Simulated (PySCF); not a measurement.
PySCF 2.14 output of an unrestricted M06-2X calculation on a single atom or ion in dyall-av2z (16s12p8d, 92 functions), with the non-relativistic Hamiltonian (point nucleus):

```
SCF conv_tol = 1e-09
number electrons alpha = 17  beta = 14
    Y. Zhao and D. G. Truhlar.,  Theor. Chem. Acc. 120, 215 (2008)
    Y. Zhao and D. G. Truhlar.,  Theor. Chem. Acc. 120, 215 (2008)
cycle= 1 E= -2234.55058080835  delta_E= -0.0296  |g|= 0.116  |ddm|= 0.114
cycle= 2 E= -2234.55074380505  delta_E= -0.000163  |g|= 0.023  |ddm|= 0.0217
cycle= 3 E= -2234.55075648004  delta_E= -1.27e-05  |g|= 0.0156  |ddm|= 0.00614
cycle= 4 E= -2234.55077219979  delta_E= -1.57e-05  |g|= 0.0016  |ddm|= 0.00225
cycle= 5 E= -2234.55077242208  delta_E= -2.22e-07  |g|= 8.87e-05  |ddm|= 0.000509
cycle= 6 E= -2234.55077242564  delta_E= -3.56e-09  |g|= 3.54e-06  |ddm|= 0.000113
cycle= 7 E= -2234.55077242565  delta_E= -3.18e-12  |g|= 6.54e-07  |ddm|= 2.42e-06
converged SCF energy = -2234.55077242565  <S^2> = 3.75019  2S+1 = 4.000095
```

The run itself started from symmetry-adapted Hartree-Fock orbitals and held the occupation by maximum overlap, on a logarithmic radial grid, so the iterations belong to that start.

Task: Which element, charge and spin multiplicity is this?

Result: As²⁺ (arsenic, charge +2), multiplicity 4; the state was [Ar] 3d10 4s1 4p2, high-spin 4P determinant (an excited configuration).
